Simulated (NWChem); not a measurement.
Molecule: C4H5Cl; SMILES C1C=C(Cl)C1

```xyz
10

Cl    -0.0003    -1.7905     0.0000
C     -0.0595    -0.0534     0.0000
C     -1.0632     0.8307     0.0000
C     -0.1026     2.0121     0.0000
C      1.0630     0.9560     0.0000
H     -2.1443     0.7518     0.0000
H     -0.1359     2.6472    -0.8927
H     -0.1359     2.6472     0.8927
H      1.6969     0.9601    -0.8932
H      1.6969     0.9601     0.8932
```
Atoms are numbered in this order, from 1.

Program: NWChem. Geometry: optimised at B3LYP/6-31G* (spherical d).

**Question.** Predict the results for PBE/cc-pVTZ. Quantities: highest occupied level (eV); orbital gap (eV); dipole (D).

**Answer.** The highest occupied level (eV) is -5.95 and the orbital gap (eV) is 5.10. The dipole (D) comes out as 1.71.
